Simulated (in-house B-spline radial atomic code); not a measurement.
Results of a calculation; reference values are marked as such.
# Ge IV (Ge3+) at several levels of theory

Ground configuration [Ar] 3d10 4s1. All numbers come from a B-spline radial code for spherical atoms, all electrons, at the radial basis limit. Mean-field, RPA, GW and linear-response runs are scalar-relativistic (one-electron X2C), no spin-orbit coupling, without Breit or QED terms, open shells spin-polarised at highest spin; the many-body runs on Dirac-Hartree-Fock orbitals are four-component, and their energies hold both.

RPA overbinds a lone outer s electron by self-correlation, and G0W0 tends to as well.

**Ionisation energy.** The reference is 45.715 ± 0.0012 eV (NIST, measured).

```json
{"method": "minus the highest LDA VWN5 level", "value (eV)": "41.53", "minus reference (eV)": "-4.18"}
{"method": "LDA VWN5, difference of total energies", "value (eV)": "47.03", "minus reference (eV)": "+1.32"}
{"method": "minus the highest PBE level", "value (eV)": "41.15", "minus reference (eV)": "-4.56"}
{"method": "PBE, difference of total energies", "value (eV)": "46.71", "minus reference (eV)": "+0.99"}
{"method": "G0W0 on PBE", "value (eV)": "46.70", "minus reference (eV)": "+0.98"}
{"method": "exact exchange + RPA on PBE", "value (eV)": "46.38", "minus reference (eV)": "+0.67"}
{"method": "exact exchange + RPA + SOSEX on PBE", "value (eV)": "45.61", "minus reference (eV)": "-0.10"}
{"method": "minus the highest r2SCAN level", "value (eV)": "41.51", "minus reference (eV)": "-4.20"}
{"method": "r2SCAN, difference of total energies", "value (eV)": "46.32", "minus reference (eV)": "+0.60"}
{"method": "minus the highest PBE0 level", "value (eV)": "42.20", "minus reference (eV)": "-3.51"}
{"method": "PBE0, difference of total energies", "value (eV)": "46.29", "minus reference (eV)": "+0.57"}
{"method": "G0W0 on PBE0", "value (eV)": "46.53", "minus reference (eV)": "+0.81"}
{"method": "minus the highest B3LYP (VWN-RPA) level", "value (eV)": "42.26", "minus reference (eV)": "-3.45"}
{"method": "B3LYP (VWN-RPA), difference of total energies", "value (eV)": "46.79", "minus reference (eV)": "+1.07"}
{"method": "minus the highest CAM-B3LYP level", "value (eV)": "43.95", "minus reference (eV)": "-1.76"}
{"method": "minus the highest LC-wPBE level", "value (eV)": "45.30", "minus reference (eV)": "-0.42"}
{"method": "minus the highest Hartree-Fock level", "value (eV)": "44.74", "minus reference (eV)": "-0.97"}
{"method": "Hartree-Fock, difference of total energies", "value (eV)": "44.63", "minus reference (eV)": "-1.09"}
{"method": "G0W0 on Hartree-Fock", "value (eV)": "46.11", "minus reference (eV)": "+0.40"}
{"method": "MP2, difference of total energies", "value (eV)": "45.82", "minus reference (eV)": "+0.11"}
{"method": "Brueckner orbital with screened correlation (4s1/2)", "value (eV)": "45.64", "minus reference (eV)": "-0.07"}
```

(1) Which methods come closest, and which lies farthest off?

Run times on one thread of shared hosts: mean field, RPA, SOSEX and G0W0 on PBE, for the atom and its ion, 8.3 s (Arm Neoverse N1); Brueckner orbitals with all properties, 140 s (Arm Neoverse V1).

## Answers

(1) Closest: Brueckner orbital with screened correlation (4s1/2) (-0.07 eV) and exact exchange + RPA + SOSEX on PBE (-0.10 eV). Farthest: minus the highest PBE level (-4.56 eV). The PBE level misses by -4.6 eV while the PBE energy difference misses by +0.99 eV: the semilocal potential lacks the −1/r tail and the energy is convex in the electron number, but total energies at whole numbers are far better.
